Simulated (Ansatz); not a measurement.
Ni2O. Charge 0, multiplicity 5. Geometry B3LYP-D4/def2-TZVP; atoms count from 1.

Cartesian coordinates in Å:
```
Ni 0.9965 -0.7131 0.2171
Ni -1.2277 -0.1659 -0.1182
O 0.2312 0.8790 -0.0988
```

At PBE0-D4/def2-TZVP a triplet of charge 0 lies 0.39 eV below the quintet, each at its own geometry. The structure comes from a short search, and lower isomers may exist.

(1) Estimate the Mulliken populations from the PBE0/def2-TZVP orbitals of Ansatz.

(2) Where does the spin sit?

(3) And the Mayer bond orders between heavy atoms (over 0.3)?

Answers

(1) 
```json
{"atom": "Ni1", "charge (e)": "0.34", "spin (α − β)": "1.74", "d electrons": "8.56"}
{"atom": "Ni2", "charge (e)": "0.34", "spin (α − β)": "1.74", "d electrons": "8.56"}
{"atom": "O3", "charge (e)": "-0.68", "spin (α − β)": "0.52", "d electrons": "–"}
```
Mulliken values depend strongly on the basis.

(2) Summed by element: Ni 3.48, O 0.52, of 4 unpaired in all. Largest on single atoms: Ni1 1.74, Ni2 1.74, O3 0.52.

(3) Ni1–Ni2 1.05 (2.31 Å); Ni1–O3 0.97 (1.79 Å); Ni2–O3 0.97 (1.79 Å).
